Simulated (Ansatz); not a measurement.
Cost and result for the atomization energy of H7NOSi2 (`N[SiH](O)[SiH3]`) (11 atoms, 10 bonds).

```xyz
11

N    -1.4399   -0.1883    0.9921
Si   -0.0202   -0.6506    0.1609
O    -0.2619   -1.4454   -1.2688
Si    1.2207    1.2311   -0.4627
H    -1.7764   -0.6740    1.8049
H    -2.0813    0.5130    0.6639
H     0.6867   -1.5338    1.1324
H    -0.7894   -2.2461   -1.2428
H     1.7620    1.9043    0.7502
H     2.3576    0.8860   -1.3578
H     0.3419    2.2039   -1.1722
```

Charge 0, multiplicity 1. All single points use the PBE0-D4/def2-TZVP geometry. It is one conformer, not always the lowest. Program: Ansatz. All runs use 4 threads of an Intel Xeon 6975P-C on a shared host. Times are those of one run each, without the atoms' runs, and a repeat can differ threefold. Electronic energies, without spin–orbit coupling; frozen cores. CCSD(T)/CBS adds CCSD(T) − MP2 in def2-TZVPP to the MP2 limit, and its time is that of the two runs behind it. T1 = 0.012. HSE06 is the plane-wave form, built on full-range PBE exchange.

CCSD(T)/CBS is a level of theory with its own doubt, some kJ/mol a heavy atom from the limit and from the frozen cores, so smaller differences don't rank the functionals.

```
                             level  functions  wall time  atomization (kJ/mol)  difference from CCSD(T)/CBS  per bond
            LDA (SPW92)/def2-TZVPP        244     0.65 s                4097.4                        442.6      44.3
              revPBE-D4/def2-TZVPP        244     0.95 s                3569.2                        -85.6      -8.6
   PBE-D4/def2-TZVPP (with forces)        244      1.1 s                3644.9                         -9.9      -1.0
                PBE0-D4/def2-TZVPP        244      1.3 s                3595.0                        -59.8      -6.0
               BHLYP-D4/def2-TZVPP        244      1.4 s                3556.6                        -98.2      -9.8
               HSE06-D4/def2-TZVPP        244      1.4 s                3597.1                        -57.7      -5.8
                  CCSD(T)/def2-SVP         99      1.6 s                3337.6                       -317.2     -31.7
r2SCAN-D4/def2-TZVPP (with forces)        244      1.9 s                3627.1                        -27.7      -2.8
               PBE-QIDH/def2-TZVPP        244      2.4 s                3578.3                        -76.5      -7.7
                 B97M-V/def2-TZVPP        244        3 s                3645.6                         -9.2      -0.9
                    MP2/def2-QZVPP        464        9 s                3627.1                        -27.7      -2.8
                CCSD(T)/def2-TZVPP        244       26 s                3540.1                       -114.7     -11.5
                 CCSD(T)/CBS(def2)          –       35 s                3654.8                          0.0       0.0
```

The D4 term adds +35.1 kJ/mol with B3LYP and +18.5 kJ/mol with PBE0; it sums over pairs of atoms, weighted by their polarisabilities, and B3LYP, whose exchange is more repulsive, gets the larger term. In def2-TZVPP, CCSD(T) changes the Hartree–Fock value by +926.9 kJ/mol (the triples alone add +43.2 kJ/mol) and MP2 by +944.9 kJ/mol; breaking electron pairs costs correlation energy, which Hartree–Fock lacks. Leaving LDA and LC-ωPBE aside and taking each functional with its dispersion term where it has one, the values, not all of them listed here, spread over 110.4 kJ/mol, from BHLYP-D4 to ωB97X-V. LDA lies +474.3 kJ/mol from PBE without D4, its usual overbinding.

B3LYP here is the variant with VWN-RPA as its local correlation; programs differ in this.
